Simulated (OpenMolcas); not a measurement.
CH7NSn: a line through the functionals

CH7NSn has 10 atoms, charge 0, and is taken as a singlet. As SMILES, `C[NH][SnH3]`. The shape is that of a PBE0-D4/def2-TZVP optimisation.

The HOMO–LUMO gap y, in eV, basis def2-SVP with a core potential; a is the functional's share of exact exchange. Programs: OpenMolcas 26.06.

| functional | program | a | y (eV) |
| --- | --- | --- | --- |
| revPBE | OpenMolcas | 0 | 4.55 |
| BLYP | OpenMolcas | 0 | 4.43 |
| B3LYP | OpenMolcas | 0.2 | ? |
| PBE0 | OpenMolcas | 0.25 | 6.68 |
| BHLYP | OpenMolcas | 0.5 | 8.77 |

Q: Fit y = c + s·a to the known rows and predict B3LYP.

A: 
1. Means of the 4 rows: a = 0.1875, y = 6.107.
2. Σ(Δa)² = 0.17188, Σ(Δa·Δy) = 1.4744, so the slope is 1.4744/0.17188 = 8.5781.
3. Intercept: 6.107 − (8.5781) × 0.1875 = 4.499. The largest residual of the fit is 0.069.
4. B3LYP: 4.499 + (8.5781) × 0.2 = 6.21 eV.

The run gave 6.19 eV, so the prediction is off by +0.02 eV, within the largest residual. Exact exchange lowers occupied levels and raises empty ones. The rows mix families of semi-local functionals, which the line can't see.
